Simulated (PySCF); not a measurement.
## Relaxation of singlet H₃TeN

These are results of PBE0 in PySCF with Te def2-TZVP with ECP28, N def2-TZVP, H def2-TZVP; scalar-relativistic core potentials, no spin–orbit coupling; density-fitted integrals, not measurements. A (50,194) grid was used.

A hand-made see-saw (ligand arrangement 2) start, of Cs symmetry, held to at least that symmetry:

```xyz
5
charge 0 multiplicity 1, angstrom
Te    0.0000    0.1670   -0.0308
N     0.0000   -1.7058    0.1331
H     0.0000    1.8406    0.1156
H     1.3239    0.1670    1.0035
H    -1.3239    0.1670    1.0035
```

Optimiser trace:
| step | E − E(last) (kJ/mol) | largest gradient (Eh/bohr) |
| --- | --- | --- |
| 0 | 151.03 | 0.04064 |
| 1 | 100.30 | 0.03592 |
| 2 | 74.17 | 0.03514 |
| 3 | 44.94 | 0.03466 |
| 4 | 27.48 | 0.02670 |
| 5 | 14.14 | 0.02820 |
| 6 | 1.72 | 0.00845 |
| 7 | 1.62 | 0.01277 |
| 8 | 0.11 | 0.00164 |
| 9 | 0.02 | 0.00081 |
| 10 | 0.00 | 0.00024 |
| 11 | 0.00 | 0.00008 |

It ends at Cs with Te–H 1.719 Å (×3), Te–N 1.811 Å; H–Te–H 91.3° (×3), H–Te–N 124.4° (×3). A frequency run shows a minimum. Other isomers or separated fragments may lie lower.

Final geometry:
Coordinates in bohr (charge 0 multiplicity 1):
```
Te    0.0000    0.2517    0.1410
N     0.0000   -2.7348   -1.5314
H     0.0000    3.1583   -1.3077
H     2.3229    1.1999    2.2034
H    -2.3229    1.1999    2.2034
```
